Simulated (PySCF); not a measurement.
Isomers of C5H12Si2.

All values: PBE0/def2-SVPD (PySCF) at GFN2-xTB geometries, gas phase, one conformer each. Core orbitals are frozen in the response; Δα² is half the sum of the squared differences of the principal polarisabilities.

(1) Rank by dipole moment, highest first.
A. `[CH2:1]=[CH:2][Si@@H:3]1[CH2:4][SiH2:5][C@@H:6]1[CH3:7]` with C1–C2–Si3–C4 34°, C2–Si3–C4–Si5 -103°, Si3–C4–Si5–C6 -10°, C4–Si5–C6–C7 132°, C2–Si3–C6–Si5 105°
B. `[CH:1]#[C:2][CH2:3][Si:4]([CH3:5])([CH3:6])[SiH3:7]` with C2–C3–Si4–C5 -64°
C. `[SiH3:1][SiH2:2][C:3]1=[CH:4][CH2:5][CH2:6][CH2:7]1` with Si1–Si2–C3–C4 116°, C3–C4–C5–C6 -12°, C4–C5–C6–C7 19°, C5–C6–C7–C3 -19°, Si2–C3–C7–C6 -171°
D. `[CH2:1]=[CH:2][Si@@H:3]1[CH2:4][SiH2:5][C@H:6]1[CH3:7]` with C1–C2–Si3–C4 58°

(2) Rank by polarisability anisotropy Δα, lowest first.
A. `[SiH3:1][SiH2:2][C:3]1=[CH:4][CH2:5][CH2:6][CH2:7]1` with Si1–Si2–C3–C4 116°, C3–C4–C5–C6 -12°, C4–C5–C6–C7 19°, C5–C6–C7–C3 -19°, Si2–C3–C7–C6 -171°
B. `[CH2:1]=[CH:2][CH2:3][CH:4]1[SiH2:5][CH2:6][SiH2:7]1` with C1–C2–C3–C4 114°, C2–C3–C4–Si5 -68°
C. `[CH:1]#[C:2][CH2:3][Si:4]([CH3:5])([CH3:6])[SiH3:7]` with C2–C3–Si4–C5 -64°
D. `[CH2:1]=[CH:2][Si@@H:3]1[CH2:4][SiH2:5][C@@H:6]1[CH3:7]` with C1–C2–Si3–C4 34°, C2–Si3–C4–Si5 -103°, Si3–C4–Si5–C6 -10°, C4–Si5–C6–C7 132°, C2–Si3–C6–Si5 105°
E. `[CH:1]#[C:2][CH2:3][C:4]([CH3:5])([SiH3:6])[SiH3:7]` with C2–C3–C4–C5 -60°
F. `[CH:1]#[C:2][SiH2:3][C:4]([CH3:5])([CH3:6])[SiH3:7]` with C2–Si3–C4–C5 -60°

(3) Rank by HOMO–LUMO gap, lowest first.
A. `[CH2:1]=[CH:2][CH2:3][CH:4]1[SiH2:5][CH2:6][SiH2:7]1` with C1–C2–C3–C4 114°, C2–C3–C4–Si5 -68°
B. `[CH:1]#[C:2][CH2:3][C:4]([CH3:5])([SiH3:6])[SiH3:7]` with C2–C3–C4–C5 -60°
C. `[CH2:1]=[CH:2][Si@@H:3]1[CH2:4][SiH2:5][C@H:6]1[CH3:7]` with C1–C2–Si3–C4 58°
D. `[SiH3:1][SiH2:2][C:3]1=[CH:4][CH2:5][CH2:6][CH2:7]1` with Si1–Si2–C3–C4 116°, C3–C4–C5–C6 -12°, C4–C5–C6–C7 19°, C5–C6–C7–C3 -19°, Si2–C3–C7–C6 -171°
E. `[CH3:1][C:2]#[C:3][SiH2:4][CH2:5][CH2:6][SiH3:7]` with C3–Si4–C5–C6 -57°, Si4–C5–C6–Si7 180°

## Answers

(1) B (1.33 D), C (1.05 D), D (0.59 D), A (0.41 D).

(2) D (2.48 Å³), C (3.84 Å³), E (4.97 Å³), B (5.54 Å³), F (5.93 Å³), A (6.22 Å³).

(3) C (6.51 eV), D (6.83 eV), A (7.16 eV), E (7.61 eV), B (7.98 eV).

All values together:

```
                    SMILES  μ (D)  HOMO (eV)  LUMO (eV)  α (Å³)  Δα (Å³)
        CC#C[SiH2]CC[SiH3]   1.38      -7.49       0.12   17.22     6.40
      [SiH3][SiH2]C1=CCCC1   1.05      -6.98      -0.15   17.09     6.22
    C#C[SiH2]C(C)(C)[SiH3]   0.92      -7.78      -0.17   16.57     5.93
 C=C[Si@@H]1C[SiH2][C@H]1C   0.59      -7.31      -0.80   16.33     3.32
    C#CCC(C)([SiH3])[SiH3]   0.51      -7.84       0.14   16.50     4.97
     C=C(C)[SiH]1C[SiH2]C1   0.42      -7.43      -0.38   16.52     6.91
      C=CCC1[SiH2]C[SiH2]1   0.33      -7.36      -0.19   16.54     5.54
      C#CC[Si](C)(C)[SiH3]   1.33      -7.28       0.29   17.04     3.84
C=C[Si@@H]1C[SiH2][C@@H]1C   0.41      -7.32      -0.79   16.19     2.48
```

Conformers: `[CH3:1][C:2]#[C:3][SiH2:4][CH2:5][CH2:6][SiH3:7]` with C3–Si4–C5–C6 -57°, Si4–C5–C6–Si7 180°; `[SiH3:1][SiH2:2][C:3]1=[CH:4][CH2:5][CH2:6][CH2:7]1` with Si1–Si2–C3–C4 116°, C3–C4–C5–C6 -12°, C4–C5–C6–C7 19°, C5–C6–C7–C3 -19°, Si2–C3–C7–C6 -171°; `[CH:1]#[C:2][SiH2:3][C:4]([CH3:5])([CH3:6])[SiH3:7]` with C2–Si3–C4–C5 -60°; `[CH2:1]=[CH:2][Si@@H:3]1[CH2:4][SiH2:5][C@H:6]1[CH3:7]` with C1–C2–Si3–C4 58°; `[CH:1]#[C:2][CH2:3][C:4]([CH3:5])([SiH3:6])[SiH3:7]` with C2–C3–C4–C5 -60°; `[CH2:1]=[C:2]([CH3:3])[SiH:4]1[CH2:5][SiH2:6][CH2:7]1` with C1–C2–Si4–C5 135°, C2–Si4–C5–Si6 107°, Si4–C5–Si6–C7 7°, C5–Si6–C7–Si4 -7°, C2–Si4–C7–Si6 -108°; `[CH2:1]=[CH:2][CH2:3][CH:4]1[SiH2:5][CH2:6][SiH2:7]1` with C1–C2–C3–C4 114°, C2–C3–C4–Si5 -68°; `[CH:1]#[C:2][CH2:3][Si:4]([CH3:5])([CH3:6])[SiH3:7]` with C2–C3–Si4–C5 -64°; `[CH2:1]=[CH:2][Si@@H:3]1[CH2:4][SiH2:5][C@@H:6]1[CH3:7]` with C1–C2–Si3–C4 34°, C2–Si3–C4–Si5 -103°, Si3–C4–Si5–C6 -10°, C4–Si5–C6–C7 132°, C2–Si3–C6–Si5 105°.
